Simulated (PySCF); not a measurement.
## How methods differ on the ionisation energy of Zr²⁺

Zr²⁺ [Kr] 4d2 (3F) → Zr³⁺ [Kr] 4d1 (2D), as a difference of total energies. All numbers are calculated (PySCF 2.14, no relativity, point nucleus, in dyall-av2z). Correlated levels: valence: [Kr] frozen; virtual orbitals above 40 to 60 times the deepest correlated orbital energy dropped. The calculations carry no spin-orbit coupling.

```
           method  ionisation energy (eV)
              UHF                  22.698
              LDA                  23.779
              PBE                  23.759
             PBE0                  23.707
           r2SCAN                  23.711
           revPBE                  23.730
            B3LYP                  23.722
          r2SCAN0                  23.685
    MP2 (valence)                  22.780
SCS-MP2 (valence)                  22.725
```

Question: How much does correlation contribute at MP2 (valence)?

Answer: 22.780 − (22.698) = 0.082 eV, measured against UHF.

A first-order spin-orbit estimate (lowest level to lowest level, LS coupling) adds 0.012 eV.

These non-relativistic numbers lack the scalar-relativistic shift.

For comparison: 23.170 eV (semi-empirical (NIST evaluation); NIST Atomic Spectra Database, ionization energies).
